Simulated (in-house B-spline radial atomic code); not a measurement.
K III (K2+) is squeezed into an impenetrable sphere of radius R (the orbitals vanish at R). Level of theory: Dirac-Kohn-Sham LDA VWN5, spherical fractional occupations, Fermi nucleus of rms radius 3.4349 fm; calculated with a B-spline radial code for spherical atoms.

Energies in eV above the free ion in [Ne] 3s2 3p5:

| R (bohr) | highest level (eV) | [Ne] 3s2 3p5 | [Ne] 3s1 3p5 3d1 | [Ne] 3s2 3p4 3d1 |
| --- | --- | --- | --- | --- |
| 9.87 | -39.2 | 0 | 40.97 | 23.91 |
| 5.99 | -39.2 | 0.001045 | 40.99 | 23.94 |
| 5.06 | -39.2 | 0.01676 | 41.11 | 24.06 |
| 4.17 | -38.9 | 0.2215 | 41.67 | 24.62 |
| 3.87 | -38.7 | 0.5184 | 42.24 | 25.18 |
| 3.1 | -36.5 | 4.395 | 47.62 | 30.33 |
| 2.47 | -29.1 | 24.43 | 70.6 | 52.39 |
| 2.17 | -20.2 | 55.33 | 103.6 | 84.39 |
| 1.9 | -5.2 | 116.6 | 166.4 | 146 |
| 1.54 | 38.5 | 326.1 | 373.3 | 351.2 |

Problem. Does [Ne] 3s1 3p5 3d1 fall below [Ne] 3s2 3p5 under compression?

Solution. No, it stays above over the whole range.

Problem. Does [Ne] 3s2 3p4 3d1 fall below [Ne] 3s2 3p5 under compression?

Solution. No, it stays above over the whole range.

The highest level is first positive in the row R = 1.54 bohr, pushed up by confinement above the zero of the free ion's potential. Each configuration is held fixed and needn't be the lowest in the sphere.
